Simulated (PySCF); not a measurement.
This PySCF input asks for the NMR shieldings of SMILES CCO[Si@@H](P)O[SiH3], C2H11O2PSi2; the geometry comes from GFN2-xTB.

```python
import basis_set_exchange as bse
import numpy as np
from pyscf import gto, dft
from pyscf.prop import nmr

atoms = """
C    -2.635530   -0.897990   -0.312642
C    -1.530243   -0.557138    0.675144
O    -0.262677   -0.639860    0.086304
Si    0.436383    0.481864   -0.847638
P     0.042129    2.495940    0.046888
O     2.024427    0.219524   -0.797574
Si    3.281085   -0.721915   -0.385918
H    -3.600563   -0.876759    0.186190
H    -2.469017   -1.889376   -0.725854
H    -2.637560   -0.177459   -1.126832
H    -1.684113    0.457565    1.070036
H    -1.534833   -1.262754    1.511964
H     0.063912    0.302543   -2.251918
H     0.788467    3.206815   -0.872206
H    -1.136703    2.711010   -0.647952
H     3.152293   -1.987062   -1.106133
H     4.422372    0.069354   -0.838428
H     3.271411   -0.927985    1.060153
"""
names = dict.fromkeys(["C", "O", "Si", "P", "H"], "pcSseg-1")
basis = {el: gto.basis.parse(bse.get_basis(n, elements=[el], fmt="nwchem")) for el, n in names.items()}
mol = gto.M(atom=atoms, basis=basis, charge=0, verbose=0)
mf = dft.RKS(mol, xc="PBE0")
mf.grids.level = 2
mf.grids.alignment = dft.numint.BLKSIZE   # the property module wants whole blocks of grid points
mf.conv_tol = 1e-9
mf.kernel()

calc = nmr.RKS(mf)   # GIAO
C = mf.mo_coeff
Co = C[:, mf.mo_occ > 0]
resp = mf.gen_response(singlet=True, hermi=2)
def vind(x):   # induced exchange potential for any number of trial vectors
    d = np.einsum("pi,xij,qj->xpq", C, 2 * x.reshape(-1, C.shape[1], Co.shape[1]), Co, optimize=True)
    return np.einsum("xpq,pi,qj->xij", resp(d - d.transpose(0, 2, 1)), C, Co, optimize=True).ravel()
mo1, _ = nmr.rhf.solve_mo1(calc, with_cphf=vind)
sigma = calc.kernel(mo1)
for i, s in enumerate(sigma):   # ppm
    print("%2d %-2s %9.2f" % (i, mol.atom_pure_symbol(i), np.trace(s) / 3))
```

Task: What are the results?

Result: 
```
 0 C     165.57
 1 C     124.33
 2 O     262.17
 3 Si    366.80
 4 P     603.86
 5 O     292.11
 6 Si    391.77
 7 H      30.73
 8 H      30.14
 9 H      30.63
10 H      27.84
11 H      27.58
12 H      25.86
13 H      30.69
14 H      30.70
15 H      26.59
16 H      26.68
17 H      26.56
```

These numbers come from an equivalent density-fitted implementation of the same equations, which agrees with the script to about 0.01 ppm for H and up to a few tenths of a ppm for heavy atoms, so last digits may differ.

Task: Turn these shieldings into chemical shifts. δ = σ(ref) − σ, references computed at the same level: $^{13}$C (σref 186.93) and $^{29}$Si (σref 349.16) and $^{1}$H (σref 31.72) against TMS; $^{17}$O (σref 336.08) against H2O; $^{31}$P (σref 318.38) against H3PO4.

Result: Averaging equivalent atoms: C 1: 62.6; C 0: 21.4; O 2: 73.9; O 5: 44.0; Si 3: -17.6; Si 6: -42.6; P 4: -285.5; H 12: 5.86; H 15/16/17: 5.11; H 11: 4.14; H 10: 3.88; H 7/8/9: 1.22; H 13/14: 1.02 ppm. Experimental scales use liquid or dissolved standards, which lie at an offset from isolated H2O (liquid H2O: subtract about 36 ppm) and H3PO4.

Size and cost of the density-fitted run: 195 basis functions, 30 s wall time on 1 thread of an Arm Neoverse V1, shared host; peak memory 0.87 GiB.
